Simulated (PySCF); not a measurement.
# Structure from NMR data

An unknown has the formula C₃H₃F₃O. Its calculated NMR data are:

1H NMR (400 MHz, computed): δ 2.40 (s, 3H).

13C{1H} NMR (computed): δ 199.9, 126.0, 25.4.

How the numbers were obtained: GIAO B97-2/pcSseg-2 shieldings, geometry from PBE0-D3(BJ)/def2-TZVP, in PySCF (single conformer, no solvent, rapidly exchanging positions averaged, no relativistic terms).

δ = σ(ref) − σ, references computed at the same level: 1H (σref 31.64), 13C (σref 185.38) against TMS.

What is the structure?

## Answers


- The formula gives 1 degree of unsaturation (no ring in the answer).
- 3 carbon signals for 3 carbons: no two carbons are equivalent.
- Carbon types of the structure: 2 × C, 1 × CH3, which accounts for all hydrogens.
- δC 199.9: ketone carbonyl carbon; low-lying n→π* states of the double bond to the heteroatom give a large paramagnetic term (-269 ppm).
- δC 126.0: CF3 carbon; 3 electronegative neighbours deshield it.
- δC 25.4: methyl carbon α to a carbonyl; α to the electron-withdrawing carbonyl group.
- δH 2.40: hydrogen on a methyl carbon α to a carbonyl; α to C=O.

The compound is `FC(C(C)=O)(F)F`.

The data come from this structure; uniqueness wasn't tested.

Splittings by 19F in the carbon and heteronuclear signals aren't shown, as no couplings were computed. Shifts are as computed. Against solution values, carbons near 30 ppm lie about +3 ppm off and those near 130 ppm about +7 ppm. Of 1211 compounds with measured shifts, 218 miss one by over three times the rms of a fit or turn the order of signals round; such compounds aren't used in these exercises.
